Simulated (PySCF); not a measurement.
Species: C₈H₇FS.
SMILES: `F[C@H]1CSC2=CC=CC=C21`

A linear-response calculation (PySCF, def2-SVPD basis, gas phase, vertical, core orbitals frozen in the response) gave these numbers; the functional is withheld.

Orbital energies (eV): HOMO-3 -9.20, HOMO-2 -8.24, HOMO-1 -7.33, HOMO -6.10, LUMO -0.91, LUMO+1 -0.70, LUMO+2 -0.14.

```
state  E (eV)       f  main configurations (H = HOMO, L = LUMO)
   S1    4.40   0.021                                 H→L (92%)
   S2    4.80  0.0024                               H→L+2 (95%)
   S3    4.90   0.154                               H→L+1 (92%)
   S4    5.70   0.031                   H→L+3 (88%), H→L+4 (9%)
   S5    5.88   0.042   H-1→L+1 (48%), H-2→L (23%), H→L+4 (23%)
   S6    5.95  0.0062   H→L+4 (66%), H-1→L+1 (12%), H→L+3 (10%)
```

Triplets, Tamm–Dancoff:

```tsv
state	E (eV)	λ (nm)	main configurations (H = HOMO, L = LUMO)
T1	3.71	334.3	H→L+1 (80%), H-1→L (11%)
T2	3.89	318.8	H→L (94%)
T3	4.43	279.9	H-1→L (82%), H→L+1 (13%)
T4	4.45	278.5	H→L+2 (90%)
```

Vertical ionisation energy by ΔSCF with the same functional: 8.02 eV. Mean static polarisability: 111.4 au.

**Question.** Name the functional.
A. PBE
B. B3LYP
C. wB97X-D
D. HF

**Answer.** B. B3LYP is a global hybrid with 20% exact exchange. In this run −ε(HOMO) = 6.10 eV differs from the ΔSCF value by -1.93 eV, and S1 differs from the orbital gap of 5.18 eV by -0.78 eV. The ratio −ε(HOMO)/IP is 0.76. Small neutral molecules mostly give 0.67 to 0.83 with B3LYP, 0.5 to 0.7 with PBE, 0.89 to 0.99 with wB97X-D; Hartree–Fock can't fall below 1, since the ion's relaxation only lowers the ΔSCF value. The other options: PBE, a GGA without exact exchange; HF, time-dependent Hartree–Fock, 100% exact exchange; wB97X-D, range-separated, 22% exact exchange at short range and 100% at long range (ω = 0.2 bohr⁻¹).

The calculation used TDDFT B3LYP/def2-SVPD, vertical, gas phase, core orbitals frozen in the response in PySCF 2.14.0, density-fitted response routines. One conformer (not necessarily the lowest) at the PBE0-D3(BJ)/def2-SVP geometry, without solvent, vibrations or thermal averaging.
